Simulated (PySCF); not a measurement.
A GIAO shielding run with PySCF (density fitting, non-relativistic, gas phase) on SMILES CN[C@@H](C)[Si@H](NC)O[SiH3], C4H16N2OSi2:

```
$ OMP_NUM_THREADS=1 python probes_run.py task.json out

{"job": {"kind": "nmr", "xc": "PBE0", "basis": "pcSseg-1"}, "charge": 0, "multiplicity": 1}
C      2.357562    -0.779676    -1.188059
N      1.062602    -0.284640    -0.770623
C      0.627662    -0.679596     0.560515
C      1.493432    -0.133205     1.701436
Si    -1.197049    -0.147350     0.752666
N     -2.019069    -0.461778    -0.715319
C     -1.900196    -1.683614    -1.476166
O     -1.316063     1.456694     1.009350
Si    -1.002214     2.993869     0.625965
H      3.207488    -0.383124    -0.614209
H      2.362129    -1.866838    -1.095813
H      2.505458    -0.522697    -2.237311
H      1.038388     0.727147    -0.845649
H      0.687060    -1.774275     0.591978
H      1.492961     0.955124     1.680576
H      2.522066    -0.484392     1.628632
H      1.089722    -0.454149     2.658281
H     -1.770398    -0.679201     1.997805
H     -2.924498    -0.030265    -0.827802
H     -2.527342    -2.489364    -1.078563
H     -0.861775    -2.000095    -1.450158
H     -2.183472    -1.502745    -2.513823
H      0.430622     3.247428     0.810541
H     -1.376607     3.241713    -0.766249
H     -1.809404     3.759172     1.571136
```

Hardware: 1 thread of an Arm Neoverse V1, shared host. The job also computes population analyses, field gradients.

Q: How large is the calculation?

A: 90 electrons, 247 basis functions and 1319 auxiliary functions.

Q: How long does it take, and how much memory does it need?

A: 74 s of wall time, with 14 SCF cycles and 4 response iterations; peak memory 1.1 GiB. Times on a shared host scatter by some tens of per cent.
